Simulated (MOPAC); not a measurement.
Job for MOPAC: AM1 on H4OSiSn (SMILES [OH][Sn][SiH3]), a point of a torsion scan.

```
AM1 1SCF PRECISE CHARGE=0 THREADS=1
H4OSiSn

O      2.20054337 1    -0.06232269 1    -0.58325260 1
Sn     1.21174051 1    -1.34169003 1     0.66653942 1
Si    -0.50200343 1    -2.02229861 1    -1.20926799 1
H      2.36085973 1     0.87304457 1    -0.53269582 1
H      0.09461408 1    -2.40373864 1    -2.50535673 1
H     -1.45375057 1    -3.13359329 1    -0.96774293 1
H     -1.42758210 1    -0.92469094 1    -1.58062420 1
```

The log:

```
*******************************************************************************
 **                                                                           **
 **                              MOPAC v23.2.5                                **
 **                                                                           **
 *******************************************************************************
 ** MOPAC's Digital Object Identifier: https://doi.org/10.5281/zenodo.6511958 **
 **                                                                           **
 ** Please cite the open-source release paper for use of this MOPAC version:  **
 ** J. E. Moussa and J. J. P. Stewart (2026)                                  **
 ** MOPAC: An open-source semiempirical molecular orbital program             **
 ** J. Open Source Softw., 11(119), 8025, https://doi.org/10.21105/joss.08025 **
 *******************************************************************************

                              AM1 CALCULATION RESULTS

 *******************************************************************************
 *  AM1        - The AM1 Hamiltonian to be used
 *
 *
 *
 *                 CHARGE ON SYSTEM = 0
 *
 *
 *
 *  PRECISE    - TIGHTER CRITERIA TO BE USED
 *  1SCF       - DO 1 SCF AND THEN STOP
 *  THREADS=1  - MULTI-THREADING NOT USED
 *  T=         - A TIME OF 172800.0 SECONDS REQUESTED
 *  DUMP=N     - RESTART FILE WRITTEN EVERY 7200.0 SECONDS REQUESTED
 *******************************************************************************
AM1 1SCF PRECISE CHARGE=0 THREADS=1
 H4OSiSn

   ATOM   CHEMICAL          X               Y               Z
  NUMBER   SYMBOL      (ANGSTROMS)     (ANGSTROMS)     (ANGSTROMS)

     1       O          2.20054337  *  -0.06232269  *  -0.58325260  *
     2      Sn          1.21174051  *  -1.34169003  *   0.66653942  *
     3      Si         -0.50200343  *  -2.02229861  *  -1.20926799  *
     4       H          2.36085973  *   0.87304457  *  -0.53269582  *
     5       H          0.09461408  *  -2.40373864  *  -2.50535673  *
     6       H         -1.45375057  *  -3.13359329  *  -0.96774293  *
     7       H         -1.42758210  *  -0.92469094  *  -1.58062420  *



          CARTESIAN COORDINATES

    NO.       ATOM           X           Y           Z

     1         O          2.2005     -0.0623     -0.5833
     2        Sn          1.2117     -1.3417      0.6665
     3        Si         -0.5020     -2.0223     -1.2093
     4         H          2.3609      0.8730     -0.5327
     5         H          0.0946     -2.4037     -2.5054
     6         H         -1.4538     -3.1336     -0.9677
     7         H         -1.4276     -0.9247     -1.5806

  H: (AM1): M.J.S. DEWAR ET AL, J. AM. CHEM. SOC. 107 3902-3909 (1985)
  O: (AM1): M.J.S. DEWAR ET AL, J. AM. CHEM. SOC. 107 3902-3909 (1985)
 Si: (AM1): M.J.S.DEWAR, C. JIE, ORGANOMETALLICS, 6, 1486-1490 (1987).
 Sn: (AM1): J. J. P. STEWART, J. MOL. MOD., 10, 155-164 (2004)

           Empirical Formula: H4 O Sn Si  =     7 atoms



      MOLECULAR POINT GROUP   :   C1


      RHF CALCULATION, NO. OF DOUBLY OCCUPIED LEVELS = 9


 -------------------------------------------------------------------------------
 AM1 1SCF PRECISE CHARGE=0 THREADS=1
 H4OSiSn



     1SCF WAS SPECIFIED, SO BFGS WAS NOT USED
     SCF FIELD WAS ACHIEVED


                              AM1 CALCULATION
                                                       MOPAC v23.2.5 Linux




          FINAL HEAT OF FORMATION =        -13.98297 KCAL/MOL =     -58.50473 KJ/MOL


          COSMO AREA              =        132.26 SQUARE ANGSTROMS
          COSMO VOLUME            =        127.38 CUBIC ANGSTROMS

          IONIZATION POTENTIAL    =          7.759667 EV
          HOMO LUMO ENERGIES (EV) =         -7.760 -0.951
          NO. OF FILLED LEVELS    =          9
          MOLECULAR WEIGHT        =        166.8065         POINT GROUP:  C1

          MOLECULAR DIMENSIONS (Angstroms)

            Atom       Atom       Distance
            H     6    H     4     5.54920
           Sn     2    H     7     3.05542
            H     5   Sn     2     2.13572


          SCF CALCULATIONS        =          1





   ATOM   CHEMICAL          X               Y               Z
  NUMBER   SYMBOL      (ANGSTROMS)     (ANGSTROMS)     (ANGSTROMS)

     1       O          2.20054337  *  -0.06232269  *  -0.58325260  *
     2      Sn          1.21174051  *  -1.34169003  *   0.66653942  *
     3      Si         -0.50200343  *  -2.02229861  *  -1.20926799  *
     4       H          2.36085973  *   0.87304457  *  -0.53269582  *
     5       H          0.09461408  *  -2.40373864  *  -2.50535673  *
     6       H         -1.45375057  *  -3.13359329  *  -0.96774293  *
     7       H         -1.42758210  *  -0.92469094  *  -1.58062420  *

                             CARTESIAN COORDINATES

   1    O        2.200543370    -0.062322690    -0.583252600
   2   Sn        1.211740510    -1.341690030     0.666539420
   3   Si       -0.502003430    -2.022298610    -1.209267990
   4    H        2.360859730     0.873044570    -0.532695820
   5    H        0.094614080    -2.403738640    -2.505356730
   6    H       -1.453750570    -3.133593290    -0.967742930
   7    H       -1.427582100    -0.924690940    -1.580624200


           Empirical Formula: H4 O Sn Si  =     7 atoms



      MOLECULAR POINT GROUP   :   C1


                  EIGENVALUES
 -34.26084 -16.85956 -14.50296 -12.62330 -11.53014 -11.10126 -11.00396 -10.42705
  -7.75967  -0.95089   0.59534   0.91603   2.37908   2.48719   3.69894   7.00664


              NET ATOMIC CHARGES AND DIPOLE CONTRIBUTIONS

  ATOM NO.   TYPE          CHARGE      No. of ELECS.   s-Pop       p-Pop
    1          O          -0.782267        6.7823     1.82910     4.95317
    2         Sn           1.117583        2.8824     1.93339     0.94903
    3         Si          -0.271693        4.2717     0.99680     3.27489
    4          H           0.214067        0.7859     0.78593
    5          H          -0.086346        1.0863     1.08635
    6          H          -0.097978        1.0980     1.09798
    7          H          -0.093365        1.0934     1.09336
 DIPOLE           X         Y         Z       TOTAL
 POINT-CHG.     2.604    -0.545     9.003     9.388
 HYBRID        -0.942     1.387    -4.192     4.515
 SUM            1.662     0.842     4.811     5.159


          ATOMIC ORBITAL ELECTRON POPULATIONS

     Atom    s        px        py        pz
    1  O   1.82910   1.83449   1.25981   1.85886
    2 Sn   1.93339   0.27064   0.26318   0.41520
    3 Si   0.99680   1.12094   0.94740   1.20655
    4  H   0.78593
    5  H   1.08635
    6  H   1.09798
    7  H   1.09336

 **********************
 *                    *
 * JOB ENDED NORMALLY *
 *                    *
 **********************




 == MOPAC DONE ==
```

The run finished.

Cost: around 0.04 core-seconds (rough).
